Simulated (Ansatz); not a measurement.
Reactions of `C[SiH](O)[SnH3]`.

Computed with Ansatz on PBE0-D4/def2-TZVP structures; ΔE is electronic, products minus reactants. CCSD(T)/CBS is the MP2 limit (def2-TZVPP, def2-QZVPP) plus CCSD(T) − MP2 in def2-TZVPP, frozen cores. This one scheme is used for every species. Functionals use def2-TZVPP. def2 core potentials past Kr. For Br, Sn outer-core shells are correlated without core-valence functions, which leaves a few kJ/mol of doubt a bond. Scalar relativity is left out up to krypton. Each species was taken in one conformer, which may not be the lowest.

```csv
reaction,HF/CBS(def2) (kcal/mol),ωB97M-V (kcal/mol),B2PLYP (kcal/mol)
`C[SiH](O)[SnH3]` + HBr → `C[SiH](O)Br` + `[SnH4]`,-26.9,-23.7,-23.0
`C[SiH](O)[SnH3]` + `N[SiH2]N[SiH2]O` → `N[SiH2][SnH3]` + `C[SiH](O)N[SiH2]O`,-2.3,-3.2,-2.4
`C[SiH](O)[SnH3]` + H₂S → `C[SiH](O)S` + `[SnH4]`,-15.9,-14.7,-14.1
`C[SiH](O)[SnH3]` + H₂O → `C[SiH](O)O` + `[SnH4]`,-30.3,-25.1,-25.4
`C[SiH](O)[SnH3]` + CH₃NH₂ → `CN[SiH](C)O` + `[SnH4]`,-16.1,-14.0,-13.2
`C[SiH](O)[SnH3]` + `[SiH3]S` → `[SiH3][S][SnH3]` + `C[SiH2]O`,-15.0,-11.6,-11.8
`C[SiH](O)[SnH3]` + `[CH3][Al]([OH])[SiH2]F` → `C[SiH](F)[SnH3]` + `[CH3][Al]([OH])[SiH2]O`,0.8,0.9,0.9
`C[SiH](O)[SnH3]` + `O[SiH](O)O[SiH2]F` → `C[SiH](O)O[SiH](O)O` + `F[SiH2][SnH3]`,-1.6,-3.1,-2.1
`C[SiH](O)[SnH3]` + `O[SiH2][SiH3]` → `[SiH3][SiH2][O][SnH3]` + `C[SiH2]O`,-10.7,-4.1,-5.5
`C[SiH](O)[SnH3]` + `BC(=C)BO` → `B[C](=C)[SnH3]` + `C[SiH](O)BO`,21.7,22.2,21.6
```

(1) Give the CCSD(T)/CBS values in the same order. (An estimate is asked.)

Largest T1 diagnostic: 0.014, for `[SiH3][SiH2][O][SnH3]`.

## Answers

(1) Computed: -21.9, -2.4, -12.7, -22.2, -11.9, -12.2, 1.0, -2.0, -4.9, 21.1 kcal/mol.
